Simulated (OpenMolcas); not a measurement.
# Ni5+: effect of the IPEA shift

```yaml
Program: OpenMolcas
Basis: ANO-RCC-VTZP [6s5p3d2f1g]
Scalar_Hamiltonian: DKH2, point nucleus
Active_space: 5 electrons in 10 orbitals (3d 4d)
State_averaging: 2S+1 = 6 even, 1 root; 2S+1 = 4 even, 24 roots; 2S+1 = 2 even, 53 roots
Spin-orbit_coupling: state interaction with AMFI integrals over the reference wave functions, term energies averaged over their components
```

Methods on the same reference wave functions:
A. CASSCF
B. MS-CASPT2, IPEA 0 Eh, imaginary shift 0.1 Eh (closed shells correlated: 3s 3p)
C. MS-CASPT2, IPEA 0.25 Eh, imaginary shift 0.1 Eh (closed shells correlated: 3s 3p)

Energies in cm⁻¹ above 3d⁵ ⁶S_5/2, the measured ground level; measured values from Corliss and Sugar, J. Phys. Chem. Ref. Data 10, 197 (1981).

```json
{"Level": "3d⁵ ⁶S_5/2", "A": "0.0", "B": "0.0", "C": "0.0", "Measured": "0.0"}
{"Level": "3d⁵ ⁴G_5/2", "A": "45778", "B": "43270", "C": "43350", "Measured": ""}
{"Level": "3d⁵ ⁴G_7/2", "A": "45869", "B": "43370", "C": "43450", "Measured": ""}
{"Level": "3d⁵ ⁴G_11/2", "A": "45933", "B": "43440", "C": "43520", "Measured": "41921"}
{"Level": "3d⁵ ⁴G_9/2", "A": "45933", "B": "43440", "C": "43520", "Measured": ""}
{"Level": "3d⁵ ⁴P_5/2", "A": "52389", "B": "47590", "C": "47780", "Measured": "45884"}
{"Level": "3d⁵ ⁴P_3/2", "A": "52556", "B": "47770", "C": "47970", "Measured": "46104"}
{"Level": "3d⁵ ⁴P_1/2", "A": "52767", "B": "47990", "C": "48190", "Measured": "46325"}
{"Level": "3d⁵ ⁴D_7/2", "A": "56957", "B": "51830", "C": "52000", "Measured": "50331"}
{"Level": "3d⁵ ⁴D_1/2", "A": "57129", "B": "52010", "C": "52190", "Measured": ""}
{"Level": "3d⁵ ⁴D_3/2", "A": "57335", "B": "52240", "C": "52410", "Measured": ""}
{"Level": "3d⁵ ⁴D_5/2", "A": "57400", "B": "52310", "C": "52480", "Measured": ""}
{"Level": "3d⁵ ²I_11/2", "A": "65418", "B": "63310", "C": "63440", "Measured": "61196"}
{"Level": "3d⁵ ²I_13/2", "A": "65618", "B": "63540", "C": "63670", "Measured": "61280"}
{"Level": "3d⁵ ²D_5/2 [62 %]", "A": "72925", "B": "66420", "C": "66840", "Measured": "64152"}
{"Level": "3d⁵ ²D_3/2", "A": "74070", "B": "67420", "C": "67820", "Measured": "65174"}
{"Level": "3d⁵ ²F_7/2(1)", "A": "75732", "B": "69490", "C": "69890", "Measured": "67085"}
{"Level": "3d⁵ ⁴F_9/2", "A": "76335", "B": "70720", "C": "70890", "Measured": ""}
{"Level": "3d⁵ ⁴F_5/2 [69 %]", "A": "76359", "B": "70570", "C": "70810", "Measured": ""}
{"Level": "3d⁵ ⁴F_7/2", "A": "76476", "B": "70880", "C": "71060", "Measured": ""}
{"Level": "3d⁵ ⁴F_3/2", "A": "76934", "B": "71180", "C": "71370", "Measured": ""}
{"Level": "3d⁵ ²H_9/2 [69 %]", "A": "80029", "B": "75390", "C": "75650", "Measured": "72909"}
{"Level": "3d⁵ ²H_11/2", "A": "80668", "B": "76410", "C": "76650", "Measured": "73757"}
{"Level": "3d⁵ ²G_7/2", "A": "83126", "B": "76910", "C": "77240", "Measured": "74628"}
```

Deviations, from unrounded energies. A percentage is the sum of absolute deviations over the sum of measured energies, with the sign that they share, or ± where signs differ.

| Against measurement | Levels | A | B | C |
| --- | --- | --- | --- | --- |
| mean absolute deviation (cm-1) | 13 | 6700 | 2100 | 2300 |
| other terms of the ground configuration (%) | 13 | +11.3 | +3.5 | +3.9 |

B lies closest to measurement on these levels and A furthest from it. The largest miss of B in the table is 3d⁵ ²H_11/2, by +2700 cm-1. The ranking rests on the paired levels alone, and a cruder setting can come out closer through cancelling errors.

Between B and C the level of the table that moves most is 3d⁵ ²D_5/2 [62 %], by 410 cm-1 (lowest in B, highest in C). Moves below CASPT2's spread within the term are not significant.

The mean deviations of B to C differ by less than CASPT2's widest spread within a term (710 cm-1), so their order carries little weight.

From A to B the spin-free energies of the other terms of 3d⁵ shown, above ⁶S, scale by factors of 0.91 to 0.97, as is usual when dynamic correlation screens the repulsion within a d or f shell.

The lowest spin-free term lies below A's lowest term by 0.362 hartree in B, 0.357 hartree in C.

Term energies are means over components that CASPT2 splits; among the terms shown or strongly mixed into the levels shown the widest spread is 710 cm-1 (3d⁵ ²I, C). Active for correlation alone: 4d; no level in the range computed is led by a configuration that fills it, so any true level of that kind is missing. Without dynamic correlation excited terms often stand tens of per cent too high (terms of higher spin than the ground term too low), and those without a measured partner can miss by more than the paired ones (holds for A). Measured partners are found by configuration, term and J. A level has none where our copy of the source lacks it or the pairing is in doubt (some pairs that miss far off the trend of their configuration count as doubtful), and it then counts in no deviation. Levels of configurations outside the active space are missing. Levels that lie high or do not pair safely by name in every column are left out.

A share in square brackets marks a mixed level and gives the weight of the term that names it, the lowest over the columns. A number in round brackets counts repeated terms of one configuration in the order of the reference energies.
